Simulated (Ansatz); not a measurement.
Reaction (ligand exchange at a B–C bond): `FBC[SiH3]` + `N=C=O` → `O=C=NBF` + `C[SiH3]`

Gas-phase electronic energies from Ansatz, PBE0-D4/def2-TZVP geometries. CCSD(T)/CBS adds triple-zeta CCSD(T) − MP2 to the extrapolated MP2 energy (def2 sets, frozen cores). This one scheme is used for every species. Functionals use def2-TZVPP. Each species was taken in one conformer, which may not be the lowest.

```json
{"level": "PBE-D4", "ΔE (kJ/mol)": "-91.9"}
{"level": "revPBE-D4", "ΔE (kJ/mol)": "-91.7"}
{"level": "r2SCAN-D4", "ΔE (kJ/mol)": "-96.2"}
{"level": "B97M-V", "ΔE (kJ/mol)": "-99.4"}
{"level": "PBE-QIDH", "ΔE (kJ/mol)": "-96.0"}
{"level": "r2SCAN", "ΔE (kJ/mol)": "-96.5"}
{"level": "MP2/def2-TZVPP", "ΔE (kJ/mol)": "-96.6"}
{"level": "CCSD/CBS(def2)", "ΔE (kJ/mol)": "-94.1"}
```

(1) What does CCSD(T)/CBS give? (Estimate.)

Largest T1 diagnostic among the species: 0.018.

Results:

(1) Ansatz gave: -92.7 kJ/mol. The listed levels differ from it by 0.8, 1.0, -3.5, -6.7, -3.3, -3.8, -3.9, -1.4 kJ/mol.

From BLYP to BHLYP (50 % exact exchange), in def2-TZVPP and without D4, ΔE moves by −3.4 kJ/mol. Leaving LDA and LC-ωPBE aside and taking each functional with its dispersion term where it has one, the values, not all of them listed here, spread over 10.5 kJ/mol, from BHLYP-D4 to revPBE-D4.
